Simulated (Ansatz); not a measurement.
`C=CB(N)[SiH3]` and `C=[CH][Ga]([NH2])[SiH3]` differ in one element.

Ansatz, PBE0-D4/def2-TZVP geometries, multiplicity 1. Each molecule was computed in one conformer, which needn't be the lowest.

Scalar relativity is left out up to krypton.

| property | `C=CB(N)[SiH3]` |
| --- | --- |
| LUMO energy (PBE/def2-TZVPP) / eV | -1.91 |
| HOMO energy (B3LYP/def2-TZVPP) / eV | -7.24 |
| HOMO–LUMO gap (PBE/def2-TZVPP) / eV | 4.42 |
| LUMO energy (ωB97M-V/def2-TZVPP) / eV | 1.04 |
| HOMO energy (PBE0/def2-TZVPP) / eV | -7.45 |
| HOMO energy (ωB97M-V/def2-TZVPP) / eV | -9.61 |

**Question.** Give the same properties after the change, and the shifts. (Estimate.)

**Answer.** The calculation gave: 
```tsv
property	`C=[CH][Ga]([NH2])[SiH3]`	shift
LUMO energy (PBE/def2-TZVPP) / eV	-2.02	-0.11
HOMO energy (B3LYP/def2-TZVPP) / eV	-7.03	0.21
HOMO–LUMO gap (PBE/def2-TZVPP) / eV	3.96	-0.46
LUMO energy (ωB97M-V/def2-TZVPP) / eV	0.60	-0.44
HOMO energy (PBE0/def2-TZVPP) / eV	-7.26	0.19
HOMO energy (ωB97M-V/def2-TZVPP) / eV	-9.47	0.14
```

With PBE0 the HOMO rises by 0.19 eV and the LUMO falls by 0.24 eV, so the gap narrows by about 0.43 eV. PBE moves the HOMO by 0.35 eV and ωB97M-V by 0.14 eV.

B3LYP here is the variant with VWN-RPA as its local correlation; programs differ in this.
